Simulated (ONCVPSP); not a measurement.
**rhodium (Rh): one change to an ONCV potential, before and after**

* Element: rhodium
* Generator: ONCVPSP 4.0.1
* Type: optimised norm-conserving Vanderbilt (ONCV)
* Functional: PBE
* Relativity: scalar-relativistic
* Frozen core: [Kr]
* Valence charge: 9
* Reference configuration: 4d8 5p1
* Partial waves: s scattering state at 0.22 Ha: rc 3.25 bohr, ncon 5, nbas 8, qcut 2.4 1/bohr, 3 projectors, debl 0.6 Ha; 5p: rc 4.00 bohr, ncon 3, nbas 6, qcut 2.4 1/bohr, 2 projectors, debl 0.7 Ha; 4d: rc 1.75 bohr, ncon 3, nbas 8, qcut 8.3 1/bohr, 2 projectors, debl 1.5 Ha
* Local potential: polynomial inside 1.55 bohr (lpopt 4, dvloc0 3 Ha)
* Core correction: Teter function, fcfact 5.5, rcfact 1.55

In the s channel the program set the typed energies aside and used 0.050, 0.650, 1.250 Ha.

Change: core correction Teter function, fcfact 3.3, rcfact 1.55.

Cutoffs: the cutoffs (Ha) at which the residual kinetic energy of the hardest occupied pseudo-wave falls to 1 and 0.1 mHa per electron; they do not see the model core or the augmentation charge, which bear on the density cutoff. Errors are all-electron minus pseudo energies relative to the spin-unpolarised reference configuration.

Task: Predict the effect on cutoff, ghosts and configuration errors.

Result: The potential gets neither clearly harder nor softer (24 Ha and 28 Ha → 24 Ha and 28 Ha); of the 3 tests that both files solve, the error grows in 0 and shrinks in 3 by more than 15 % and 0.3 meV (median size 16.7 → 12.2 meV); neither file shows a bound ghost. A model core, the more so a compact one, raises the density cutoff, which this test does not measure.

| quantity | base | changed |
| --- | --- | --- |
| cutoff, loose | 24 Ha | 24 Ha |
| cutoff, tight | 28 Ha | 28 Ha |
| bound ghosts | none | none |
| GHOST(+) flags under 300 eV | s at 87.8 eV | s at 87.8 eV |
| tests with a reliable result | 3 of 4 | 3 of 4 |
| error for 4d8 5s1 5p0, meV [ΔE -3.60 eV] | -7.4 | -1.7 |
| error for 4d8 5p0, meV [ΔE 3.86 eV] | -17 | -12 |
| error for 4d7 5p0, meV [ΔE 23.37 eV] | -154 | -110 |
| s: phases at 3.29 bohr within 0.05 rad from the reference energy up to (Ha; the scan ends near 5) | 3.1 | 3.1 |
| p: phases at 4.06 bohr within 0.05 rad from the reference energy up to (Ha; the scan ends near 5) | 1.6 | 1.6 |
| d: phases at 1.78 bohr within 0.05 rad from the reference energy up to (Ha; the scan ends near 5) | to the end of the scan | to the end of the scan |
| rms error of d²Exc/dni dnj with the model core, mHa | 0.86 | 0.82 |
